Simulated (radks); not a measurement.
C2+, 4 electrons, occupied as [He] 2s2.

Method: Dirac Kohn-Sham, B86b exchange with PBE correlation, spin-unpolarised, spherical densities, finite nucleus; Fermi nuclear charge, rms radius 2.4702 fm; computed with a radial shooting solver on a logarithmic mesh with Libxc functionals.

Energy parts (eV):
| part | energy |
|---|---|
| total | -993.626 |
| kinetic | 992.237 |
| electron-nucleus | -2193.956 |
| Hartree | 327.898 |
| exchange-correlation | -119.805 |

Orbitals (lengths in bohr, moments of r in powers of bohr; r(90%) holds 90 % of the orbital's charge):
orbital  occ.  eigenvalue (eV)    <r^4>  r(90%)  <1/r>
1s1/2       2        -308.8745  0.02568   0.484  5.657
2s1/2       2         -40.4388    8.313    2.11  1.062

The highest occupied level is 2s1/2 at -40.439 eV. The density falls to 0.001 e/bohr^3 at r = 2.79 bohr. For comparison, the ionisation energy in NIST's Atomic Spectra Database is 47.888 eV (measured). In exact Kohn-Sham theory the highest level is minus the ionisation energy, but local and semilocal functionals leave it too shallow, through self-interaction and a potential that decays too fast; potentials with the right tail come closer. The electron density at the nucleus is 133 e/bohr^3.
